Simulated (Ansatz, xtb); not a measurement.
## Relative energy of two isomers of C8H4S

We compare I, `C#CC#Cc1cccs1`, a singlet, with II, `C#Cc1ccsc1C#C`, a singlet. Both are isolated molecules in the gas phase, relaxed with PBE0-D3(BJ)/def2-SVP.

I (Å):

```yaml
atoms:
  - { symbol: C, position_ang: [-3.3809, -4.8035, -0.2754] }
  - { symbol: C, position_ang: [-2.6750, -3.8825, 0.0951] }
  - { symbol: C, position_ang: [-1.8828, -2.8494, 0.5108] }
  - { symbol: C, position_ang: [-1.1756, -1.9255, 0.8892] }
  - { symbol: C, position_ang: [-0.3583, -0.8619, 1.3061] }
  - { symbol: C, position_ang: [-0.1598, -0.3781, 2.5883] }
  - { symbol: C, position_ang: [0.7403, 0.7130, 2.6288] }
  - { symbol: C, position_ang: [1.2171, 1.0494, 1.3854] }
  - { symbol: S, position_ang: [0.5785, 0.0461, 0.1556] }
  - { symbol: H, position_ang: [-4.0037, -5.6156, -0.6020] }
  - { symbol: H, position_ang: [-0.6564, -0.8101, 3.4571] }
  - { symbol: H, position_ang: [1.0286, 1.2343, 3.5422] }
  - { symbol: H, position_ang: [1.9177, 1.8439, 1.1307] }
```

II (Å):

```yaml
atoms:
  - { symbol: C, position_ang: [-2.2686, -1.6262, 3.5770] }
  - { symbol: C, position_ang: [-1.4843, -1.6564, 2.6518] }
  - { symbol: C, position_ang: [-0.5626, -1.7002, 1.5726] }
  - { symbol: C, position_ang: [0.4051, -2.7329, 1.3776] }
  - { symbol: C, position_ang: [1.1697, -2.5370, 0.2612] }
  - { symbol: C, position_ang: [-0.4983, -0.7296, 0.5729] }
  - { symbol: C, position_ang: [-1.2904, 0.4286, 0.4357] }
  - { symbol: C, position_ang: [-1.9674, 1.4285, 0.3085] }
  - { symbol: S, position_ang: [0.7398, -1.1045, -0.5765] }
  - { symbol: H, position_ang: [-2.9657, -1.5939, 4.3937] }
  - { symbol: H, position_ang: [0.5136, -3.5818, 2.0522] }
  - { symbol: H, position_ang: [1.9731, -3.1686, -0.1157] }
  - { symbol: H, position_ang: [-2.5707, 2.3111, 0.2037] }
```

Quicker runs give these differences E(II) − E(I): GFN2-xTB +4.5 kcal/mol; HF/STO-3G +4.4 kcal/mol (at GFN2-xTB geometries); r2SCAN-D4/def2-SVP +8.8 kcal/mol (at GFN2-xTB geometries).

Problem. Estimate E(II) − E(I) at the level CCSD(T)/def2-SVP + ΔMP2/def2-TZVPP.

Solution. Calculated at CCSD(T)/def2-SVP + ΔMP2/def2-TZVPP: E(II) − E(I) = +3.4 kcal/mol, so structure I lies lower.

How the difference moves with the method:

```tsv
level	geometry	E(II) − E(I) (kcal/mol)	departure from the last row (kcal/mol)	job, with rough time for the two
GFN2-xTB	GFN2-xTB	+4.5	+1.1	optimisation, 0.16 s
HF/STO-3G	GFN2-xTB	+4.4	+1.0	single point, 0.4 s
r2SCAN-D4/def2-SVP	GFN2-xTB	+8.8	+5.4	single point, 4.1 s
PBE0-D3(BJ)/def2-SVP	PBE0-D3(BJ)/def2-SVP	+7.2	+3.8	optimisation, 36 s
HF/def2-SVP	PBE0-D3(BJ)/def2-SVP	+3.7	+0.2	part of the CCSD(T) run
MP2/def2-SVP	PBE0-D3(BJ)/def2-SVP	+4.8	+1.3	part of the CCSD(T) run
CCSD(T)/def2-SVP	PBE0-D3(BJ)/def2-SVP	+4.1	+0.7	single point
CCSD(T)/def2-SVP + ΔMP2/def2-TZVPP	PBE0-D3(BJ)/def2-SVP	+3.4		single point, 1.7 min
```

As drawn, both hold the same kinds of bond in the same numbers.

The levels shown agree on the order. The largest departure from CCSD(T)/def2-SVP + ΔMP2/def2-TZVPP is that of r2SCAN-D4/def2-SVP, 5.4 kcal/mol. The last row adds to CCSD(T) the change of the MP2 difference between the two basis sets, here −0.7 kcal/mol.

With thermal terms from frequencies at re-optimised GFN2-xTB minima (ideal gas, soft modes damped towards free rotors, one conformer each, 298.15 K, 1 atm): on the last row, ΔE + ΔZPE = +3.0, ΔH = +3.1, ΔG = +3.2 kcal/mol.

The correlated steps freeze 13 core orbitals. Programs: Ansatz 0.2.0, xtb 6.7.1; the last row on 4 threads of Arm Neoverse V2 on a shared host.
